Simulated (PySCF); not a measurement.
**Orbital energies, ionisation energy and electron affinity**

Compound: cyclo-(F2SnSe)2.
Cartesian coordinates in Å at the PBE0-D3(BJ)/def2-SVP level; atoms count from 1:
```xyz
8
F4Se2Sn2 angstrom
Sn    -0.0854    0.5368   -1.5213
F      1.2333    0.5810   -2.9183
F     -1.5985    1.3383   -2.3950
Se     0.5772    1.7676    0.5964
Sn     0.1275   -0.5588    1.4999
F     -1.2312   -0.5838    2.8584
F      1.6091   -1.3676    2.4184
Se    -0.4937   -1.7991   -0.6223
```

Level: PBE0/def2-SVPD (PySCF). Frontier orbitals with their largest atomic shares (Löwdin; up to four atoms above 4 %):

```json
{"orbital": "HOMO−3", "ε (eV)": "-10.26", "main atoms": "Se8 30 %, Se4 30 %, Sn5 10 %, Sn1 10 %"}
{"orbital": "HOMO−2", "ε (eV)": "-9.44", "main atoms": "Se8 40 %, Se4 40 %, Sn1 8 %, Sn5 8 %"}
{"orbital": "HOMO−1", "ε (eV)": "-9.09", "main atoms": "Se4 39 %, Se8 39 %, Sn5 8 %, Sn1 8 %"}
{"orbital": "HOMO", "ε (eV)": "-8.53", "main atoms": "?"}
{"orbital": "LUMO", "ε (eV)": "-3.83", "main atoms": "Se4 29 %, Se8 29 %, Sn1 13 %, Sn5 12 %"}
{"orbital": "LUMO+1", "ε (eV)": "-3.70", "main atoms": "Se4 19 %, Se8 19 %, Sn5 17 %, Sn1 16 %"}
{"orbital": "LUMO+2", "ε (eV)": "-1.30", "main atoms": "Se8 21 %, Se4 21 %, Sn1 20 %, Sn5 20 %"}
```

Q: What vertical ionisation energy does ΔSCF give, and how far is −ε(HOMO) from it?

A: ΔSCF: 10.31 eV (995 kJ/mol; threshold wavelength 120 nm); ⟨S²⟩ of the doublet left behind is 0.762, against 0.75 for a pure doublet. −ε(HOMO) is 8.53 eV, 1.78 eV below it. In exact Kohn–Sham theory the two would be equal; PBE0 (global hybrid, 25 % exact exchange) falls short of its own ΔSCF value by 17 %.

Q: On which atoms does the HOMO lie?

A: Se8 (selenium bonded to 2 Sn) 44 %, Se4 (selenium bonded to 2 Sn) 44 %, Sn5 (tin bonded to 2 F and 2 Se) 6 %, Sn1 (tin bonded to 2 F and 2 Se) 6 %. The HOMO−1 lies 0.56 eV lower.

Q: And the vertical electron affinity, the fundamental gap, Mulliken's electronegativity and the hardness (with the factor ½)?

A: EA = 2.16 eV by ΔSCF (−ε(LUMO) = 3.83 eV). IE − EA = 8.15 eV against an orbital gap of 4.70 eV; (IE + EA)/2 = 6.24 eV; (IE − EA)/2 = 4.08 eV. Parr's electrophilicity index (IE + EA)²/[8(IE − EA)] is 2.38 eV.

Q: Shift the occupied levels rigidly so that −ε(HOMO) equals the ΔSCF value. What binding energies result?

A: The shift is +1.78 eV: HOMO 10.31, HOMO−1 10.87, HOMO−2 11.22, HOMO−3 12.04 eV. A rigid shift is only a rough guide to the deeper ionisations.

Q: With α = 123.4 au, estimate the like-pair dispersion coefficient by London's formula C6 = (3/4)α²I.

A: I = 0.3790 Eh, so C6 ≈ 4330 au, a rough estimate.

Q: The lowest singlet excitation (vertical TDDFT, same level) lies at 3.34 eV. How far is it below IE − EA?

A: IE − EA = 8.15 eV, so by 4.81 eV.

Isolated species at its PBE0-D3(BJ)/def2-SVP geometry (one conformer only). Atoms past krypton carry effective core potentials; spin–orbit coupling is left out. The calculation is non-relativistic apart from the core potentials, for selenium too.

The run behind these numbers computed excited states and ΔSCF ions as well. Hardware: one thread, Arm Neoverse V1 (aarch64), shared host with 32 logical CPUs at a one-minute load of 14. Cost: 5.1 min wall (grids of density and orbitals included), 1.4 GiB resident at most.
